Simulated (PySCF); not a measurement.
Ionisation energy of Br³⁴⁺ by level of theory

Br³⁴⁺ 1s1 (2S) → Br³⁵⁺ (bare nucleus), as a difference of total energies. Calculation: PySCF 2.14, in an even-tempered Gaussian basis (17 s from 48 bohr⁻², ratio 2.2; 7 p from 72 bohr⁻², ratio 2.4; 4 d from 220 bohr⁻², ratio 2.4; 3 f from 330 bohr⁻², ratio 2.4; 3 g from 490 bohr⁻², ratio 2.4); scalar relativity by spin-free X2C-1e. The calculations carry no spin-orbit coupling.

| method | ionisation energy (eV) | difference from reference (eV) |
| --- | --- | --- |
| UHF | 16947.8 | +10.7 |
| LDA | 16906.3 | -30.8 |
| PBE | 16943.1 | +6.0 |
| PBE0 | 16944.3 | +7.2 |
| r2SCAN | 16948.5 | +11.4 |
| PBEsol | 16929.6 | -7.5 |
| B3LYP | 16944.0 | +6.9 |

Reference: 16937.1 eV (theoretical estimate listed by NIST; NIST Atomic Spectra Database, ionization energies).

For one electron Hartree-Fock is exact for this Hamiltonian up to the basis; QED and nuclear recoil make up the gap, and the density functionals add self-interaction.
